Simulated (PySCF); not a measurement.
`C[C@H]1CC=C(CCl)CO1`, C7H11ClO

Geometry (Å), atoms numbered from 1 in this order:
```xyz
20

C    -2.8130    0.4898    0.0614
C    -1.2916    0.5061    0.1153
C    -0.7437   -0.4745    1.1607
C     0.7251   -0.6808    0.9655
C     1.3425   -0.3369   -0.1588
C     2.8067   -0.5161   -0.3650
Cl    3.6308    1.0838   -0.3508
C     0.5782    0.3107   -1.2854
O    -0.8126    0.1603   -1.1724
H    -3.1573   -0.5015   -0.2204
H    -3.2265    0.7533    1.0307
H    -3.1636    1.1995   -0.6822
H    -0.9387    1.5216    0.3661
H    -1.2555   -1.4368    1.0589
H    -0.9394   -0.0972    2.1664
H     1.2669   -1.1488    1.7759
H     3.2575   -1.1014    0.4351
H     3.0322   -0.9581   -1.3354
H     0.8499   -0.1439   -2.2425
H     0.8471    1.3816   -1.3261
```

Theory: GIAO CAM-B3LYP/STO-3G magnetisability, rotational g tensor and spin-rotation constants, non-relativistic, gas phase (PySCF). Geometry: GFN2-xTB.

(1) Give the nuclear spin-rotation constants along the inertial axes (H = +C I·J) beside the isotropic shieldings.

## Answers

(1) Rotational constants 3.3819, 0.6867, 0.6366 GHz. A star marks the isotopologue with that one atom substituted, in its own axes.
| atom | isotope | Caa (kHz) | Cbb (kHz) | Ccc (kHz) | mean (kHz) | σ (ppm) |
| --- | --- | --- | --- | --- | --- | --- |
| Cl7 | 35Cl | 0.249 | 0.073 | 0.040 | 0.121 | 988.5 |
| H10 | 1H | -0.313 | -0.073 | -0.007 | -0.131 | 31.9 |
| H11 | 1H | -0.300 | -0.050 | -0.035 | -0.128 | 32.1 |
| H12 | 1H | -0.352 | 0.003 | -0.067 | -0.139 | 31.7 |
| H13 | 1H | -0.299 | -0.071 | -0.002 | -0.124 | 31.2 |
| H14 | 1H | -0.232 | -0.069 | -0.025 | -0.109 | 31.7 |
| H15 | 1H | -0.338 | -0.050 | -0.023 | -0.137 | 31.6 |
| H16 | 1H | -0.249 | 0.035 | -0.073 | -0.096 | 27.5 |
| H17 | 1H | -0.308 | 0.009 | -0.072 | -0.124 | 30.0 |
| H18 | 1H | -0.335 | -0.052 | -0.014 | -0.134 | 30.3 |
| H19 | 1H | -0.362 | -0.046 | -0.009 | -0.139 | 30.4 |
| H20 | 1H | -0.335 | -0.046 | -0.012 | -0.131 | 30.5 |
| C1 | 13C* | 0.184 | 0.047 | 0.045 | 0.092 | 215.4 |
| C2 | 13C* | 0.458 | 0.086 | 0.067 | 0.203 | 177.2 |
| C3 | 13C* | 0.267 | 0.058 | 0.038 | 0.121 | 209.2 |
| C4 | 13C* | 0.929 | 0.181 | 0.043 | 0.385 | 125.3 |
| C5 | 13C* | 1.006 | 0.163 | 0.038 | 0.402 | 128.5 |
| C6 | 13C* | 0.333 | 0.081 | 0.061 | 0.158 | 188.5 |
| C8 | 13C* | 0.256 | 0.100 | 0.083 | 0.146 | 180.4 |
| O9 | 17O* | -0.142 | -0.016 | 0.000 | -0.053 | 364.3 |

For the geometry as given, no vibrational averaging.
